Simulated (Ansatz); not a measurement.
C2H4BO, SMILES `C=C[B-]O` (excited triplet; C–C–B–O torsion -180°, C–B–O–H torsion 0°) (charge -1, multiplicity 3). This triplet is an excited state, 0.51 eV above the relaxed singlet at the level frozen-core CCSD(T)/aug-cc-pVDZ // B3LYP-D3(BJ)/def2-TZVPD (Ansatz, a program for electronic structure).

Calculation: CAM-B3LYP/aug-cc-pVTZ // B3LYP-D3(BJ)/def2-TZVPD in Ansatz.

Ansatz 0.2 input:
```yaml
crystal:
  periodic: [false, false, false]
  atoms:
    - { symbol: C, position_ang: [-1.558941, 0.036873, -0.044656] }
    - { symbol: C, position_ang: [-0.157149, 0.003145, -0.093989] }
    - { symbol: B, position_ang: [0.877789, -0.017598, 0.961191] }
    - { symbol: O, position_ang: [2.278779, -0.051398, 0.853916] }
    - { symbol: H, position_ang: [-2.09097, 0.053464, 0.900957] }
    - { symbol: H, position_ang: [-2.164232, 0.047385, -0.944972] }
    - { symbol: H, position_ang: [0.263776, -0.01055, -1.116645] }
    - { symbol: H, position_ang: [2.55095, -0.061319, -0.08089] }
basis:
  gaussian: { orbitals: aug-cc-pVTZ }
hamiltonian:
  xc: cam_b3lyp
total_charge: -1
magnetization:
  spin_polarized: true
  initial_magnetization: 2
```

Output:

```
Functional definition: CAM-B3LYP
1104 factors; their error is unknown
462 factors; integrals over basis functions are off by at most 3.9e-5 eV
mean field evaluation 1: about -4855.6707 eV, gradient 3.0e1 eV
mean field evaluation 2: about -4849.3614 eV, gradient 4.2e1 eV
mean field evaluation 4: about -4860.4203 eV, gradient 3.9e0 eV
mean field evaluation 8: about -4860.5140 eV, gradient 3.3e-1 eV
mean field evaluation 16: about -4860.5015 eV, gradient 1.1e-3 eV
mean field evaluation 32: about -4860.4803 eV, gradient 1.6e0 eV
mean field -4860.50152181 eV, -178.6201363602 hartree, gradient 3.6e-5 eV, S^2 2.014944; 6 other end points of the search recorded, 0 dependent functions left out
reference -4860.50164840 eV, -178.6201410124 hartree; 16, 14 occupied and 260, 262 virtual orbitals, 1104 factors
Total energy: -4860.50164840 eV, -178.6201410124 hartree
```
